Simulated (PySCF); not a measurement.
Ta²⁺: excitation energy

Ta²⁺ [Xe] 4f14 5d3 (4F) → Ta²⁺ [Xe] 4f14 5d2 6p1 (high-spin determinant), as a difference of total energies. Calculation: PySCF 2.14, in aug-cc-pVDZ-PP with ECP60MDF (5s5p4d2f, 54 functions); scalar relativity through the core potential. Correlated levels: valence: 5s2 5p6 frozen. The calculations carry no spin-orbit coupling.

```tsv
method	excitation energy (eV)
UHF	6.748
LDA	6.793
PBE	6.791
PBE0	6.923
r2SCAN	6.913
r2SCANh	6.956
wB97X	7.013
PBEsol	6.817
BLYP	6.684
MP2 (valence)	6.783
SCS-MP2 (valence)	6.760
```

Q: How much does correlation contribute at MP2 (valence)?

A: 6.783 − (6.748) = 0.035 eV, measured against UHF.

The determinant of the upper state mixes LS terms, which raises its energy above the lowest term, most at the Hartree-Fock and MP2 levels.
